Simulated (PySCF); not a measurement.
Ge(H)(OEt)2(NH2), SMILES CC[O][GeH]([NH2])[O]CC, GFN2-xTB optimised geometry.

```
21

Ge    -0.08    -0.91     0.00
N      1.73    -0.91     0.00
O     -0.73     0.71     0.00
C     -0.46     1.77    -0.90
C      0.89     2.42    -0.66
O     -0.37    -1.81    -1.48
C     -1.60    -2.24    -2.01
C     -2.43    -1.10    -2.58
H     -0.87    -1.45     1.16
H      2.16    -1.79    -0.25
H      2.18    -0.55     0.83
H     -0.51     1.41    -1.94
H     -1.27     2.50    -0.75
H      0.95     2.77     0.37
H      1.02     3.27    -1.33
H      1.68     1.70    -0.83
H     -1.35    -2.96    -2.80
H     -2.18    -2.77    -1.25
H     -1.86    -0.58    -3.35
H     -2.68    -0.40    -1.79
H     -3.35    -1.49    -3.02
```

Density from PBE0/def2-SVP run with PySCF at that geometry.

Minimum of the electron density along straight lines between bonded atoms, close to the bond critical point (lines longer than 1.1 times the sum of covalent radii, or with two minima, are not listed):

| bond | length / Å | ρ at the minimum / e bohr⁻³ | ∇²ρ there / e bohr⁻⁵ | position (fraction from the first atom) |
|---|---|---|---|---|
| Ge1–N2 | 1.810 | 0.147 | 0.44 | 0.47 |
| Ge1–O3 | 1.750 | 0.144 | 0.76 | 0.47 |
| O3–C4 | 1.412 | 0.251 | -0.36 | 0.66 |
| C4–C5 | 1.521 | 0.250 | -0.59 | 0.51 |
| Ge1–O6 | 1.757 | 0.142 | 0.74 | 0.47 |
| O6–C7 | 1.411 | 0.252 | -0.36 | 0.66 |
| C7–C8 | 1.522 | 0.250 | -0.59 | 0.51 |
| Ge1–H9 | 1.508 | 0.142 | 0.05 | 0.59 |
| N2–H10 | 1.009 | 0.331 | -1.53 | 0.77 |
| N2–H11 | 1.010 | 0.331 | -1.52 | 0.76 |
| C4–H12 | 1.096 | 0.281 | -1.05 | 0.63 |
| C4–H13 | 1.097 | 0.281 | -1.06 | 0.63 |
| C5–H14 | 1.087 | 0.276 | -1.01 | 0.62 |
| C5–H15 | 1.087 | 0.275 | -1.00 | 0.62 |
| C5–H16 | 1.087 | 0.278 | -1.03 | 0.63 |
| C7–H17 | 1.097 | 0.281 | -1.06 | 0.63 |
| C7–H18 | 1.097 | 0.280 | -1.04 | 0.63 |
| C8–H19 | 1.087 | 0.276 | -1.01 | 0.63 |
| C8–H20 | 1.088 | 0.276 | -1.01 | 0.63 |
| C8–H21 | 1.087 | 0.275 | -1.00 | 0.62 |
